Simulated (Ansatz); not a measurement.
SiN$_{2}$H$_{3}$Cl, closed shell: a pair in one relaxed arrangement.

in.yaml

```yaml
crystal:
  periodic: [false, false, false]
  atoms:
    - {symbol: N, position_ang: [0.313302, -0.083599, -3.349834]}
    - {symbol: N, position_ang: [-0.245027, 0.043884, -2.423217]}
    - {symbol: Si, position_ang: [-0.133905, 0.038179, 1.193852]}
    - {symbol: Cl, position_ang: [1.754317, -0.437071, 0.535541]}
    - {symbol: H, position_ang: [-1.078724, -0.987538, 0.698005]}
    - {symbol: H, position_ang: [-0.493505, 1.375236, 0.670781]}
    - {symbol: H, position_ang: [-0.116459, 0.051008, 2.674773]}
basis:
  gaussian: {orbitals: "def2-TZVPPD.json"}
hamiltonian: {xc: pbe, dispersion: d4}
```

The basis file named in the input lies beside it (Basis Set Exchange, JSON).

Launched with

```bash
ansatz run in.yaml --threads 4 --pin off --events-out ev --progress --plain --max-ram 9574MiB
```

Output of Ansatz 0.2.0:

```
Functional definition: PBE
  name "PBE"
  cite "Perdew, Burke & Ernzerhof, Phys. Rev. Lett. 77, 3865 (1996) doi:10.1103/PhysRevLett.77.3865"
  parent pbe
  parameter kappa = 0.804
  parameter beta = 0.06672455060314922
  exchange = pbe_x(kappa = kappa, mu = beta*pi^2/3)
  correlation = pbe_c(beta = beta)
1164 factors; their error is unknown
mean field evaluation 1: about -23417.0855 eV, gradient 3.5e1 eV
mean field evaluation 2: about -23417.6078 eV, gradient 3.2e1 eV
mean field evaluation 4: about -23419.8248 eV, gradient 2.7e0 eV
mean field evaluation 8: about -23419.8400 eV, gradient 2.8e-1 eV
mean field evaluation 16: about -23419.8163 eV, gradient 1.2e-4 eV
mean field -23419.81634009 eV, -860.6623759767 hartree, gradient 3.5e-5 eV, S^2 0.000000; 0 other end points of the search recorded, 0 dependent functions left out
reference -23419.81639609 eV, -860.6623780347 hartree; 24, 24 occupied and 200, 200 virtual orbitals, 1164 factors
Total energy: -23419.93228173 eV, -860.6666367534 hartree
```

The lines “mean field evaluation” count trial sets of orbitals through the whole run, from several starts and some on an approximate energy, so they need not fall steadily or lie above the final value.

The run took about 1.2 s on 4 CPU threads of an Arm Neoverse V2 (shared host).
